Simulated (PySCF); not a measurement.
A calculated (MN15, PySCF 2.14, aug-cc-pV(D+d)Z, no relativity, point nucleus) atom or ion has these occupied shells.

```csv
shell,electrons,orbital energy (eV),"rms radius, mean of both spins (bohr)"
1s α,1,-1787.5,0.130
1s β,1,-1787.4,0.130
2s α,1,-150.91,0.625
2s β,1,-150.81,0.625
2p α,3,-110.83,0.603
2p β,3,-110.69,0.603
3s α,1,-20.933,2.23
3s β,1,-19.918,2.23
3p α,1,-13.388,2.66
```

Q: Name the element and its charge.

A: Si+ (silicon, charge +1), in [Ne] 3s2 3p1, 2P determinant.
